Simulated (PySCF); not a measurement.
**Ionisation energy of Gd(25+) by level of theory**

Gd(25+) [Kr] 4d3 (4F) → Gd(26+) [Kr] 4d2 (3F), as a difference of total energies. Calculation: PySCF 2.14, in an even-tempered Gaussian basis (20 s from 1.6 bohr⁻², ratio 2.5; 14 p from 2.1 bohr⁻², ratio 2.5; 9 d from 2.1 bohr⁻², ratio 2.5; 4 f from 9.5 bohr⁻², ratio 2.7; 4 g from 14 bohr⁻², ratio 2.7); the spin-free X2C one-electron Hamiltonian (Gaussian nucleus). Correlated levels: outer shells: [Ar] 3d10 frozen; virtual orbitals above 40 to 60 times the deepest correlated orbital energy dropped. The calculations carry no spin-orbit coupling.

```json
{"method": "UHF", "ionisation energy (eV)": "849.72"}
{"method": "MP2 (outer shells)", "ionisation energy (eV)": "850.13"}
{"method": "SCS-MP2 (outer shells)", "ionisation energy (eV)": "849.97"}
{"method": "CCSD (outer shells)", "ionisation energy (eV)": "850.08"}
{"method": "CCSD(T) (outer shells)", "ionisation energy (eV)": "850.08"}
```

Question: How much does correlation contribute at CCSD(T) (outer shells)?

Answer: 850.08 − (849.72) = 0.36 eV, measured against UHF.

Spin-orbit coupling is strong in these open shells (close to jj coupling). The scalar numbers leave it out and a first-order estimate fails, so it can dominate the gap to the real levels.

Breit and QED terms and the two-electron picture change are absent.

For comparison: 851 ± 4 eV (theoretical estimate listed by NIST; NIST Atomic Spectra Database, ionization energies).
